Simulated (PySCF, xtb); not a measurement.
(3Z)-3-methylpenta-1,3-diene (C₆H₁₀), SMILES C=C/C(C)=C\C.

GFN2-xTB run with xtb 6.7.1 at its own geometry gives an orbital gap of 3.62 eV and a dipole moment of 0.38 D.

Coordinates come from a PBE-D3(BJ)/def2-SVP optimisation. One conformer was computed; it need not be the lowest.

### Question
What does B3LYP/def2-TZVP in PySCF give? (Estimate from the structure and the level; the computed values follow.)

### Answer
gap 5.18 eV (levels -6.14 and -0.97 eV), dipole 0.51 D.
